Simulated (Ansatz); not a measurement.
Start from `BNCC=C` and change one atom or group to get `BNC[TeH]`.

Ansatz, PBE0-D4/def2-TZVP geometries, multiplicity 1. Each molecule was computed in one conformer, which needn't be the lowest.

Elements past krypton have def2 core potentials.  Spin–orbit coupling is left out; it splits and shifts lone-pair levels of the heavy atoms by tenths of an eV.

```json
{"property": "HOMO energy (ωB97M-V/def2-TZVPP) / eV", "`BNCC=C`": "-9.99"}
{"property": "size of the dipole moment (PBE/def2-TZVPP) / D", "`BNCC=C`": "1.97"}
{"property": "LUMO energy (B3LYP/def2-TZVPP) / eV", "`BNCC=C`": "-0.44"}
{"property": "size of the dipole moment (ωB97M-V/def2-TZVPP) / D", "`BNCC=C`": "1.87"}
{"property": "LUMO energy (ωB97M-V/def2-TZVPP) / eV", "`BNCC=C`": "1.73"}
{"property": "HOMO energy (PBE/def2-TZVPP) / eV", "`BNCC=C`": "-6.56"}
```

Task: Give the same properties after the change, and the shifts. (Best estimate.)

Result: Ansatz gave: 
| property | `BNC[TeH]` | shift |
| --- | --- | --- |
| HOMO energy (ωB97M-V/def2-TZVPP) / eV | -8.46 | 1.53 |
| size of the dipole moment (PBE/def2-TZVPP) / D | 1.35 | -0.62 |
| LUMO energy (B3LYP/def2-TZVPP) / eV | -1.20 | -0.76 |
| size of the dipole moment (ωB97M-V/def2-TZVPP) / D | 1.26 | -0.61 |
| LUMO energy (ωB97M-V/def2-TZVPP) / eV | 0.81 | -0.92 |
| HOMO energy (PBE/def2-TZVPP) / eV | -5.33 | 1.23 |

With PBE0 the HOMO rises by 1.38 eV and the LUMO falls by 0.76 eV, so the gap narrows by about 2.14 eV. PBE moves the HOMO by 1.23 eV and ωB97M-V by 1.53 eV. Dipoles are sizes alone; their direction can turn.

B3LYP here is the variant with VWN-RPA as its local correlation; programs differ in this.
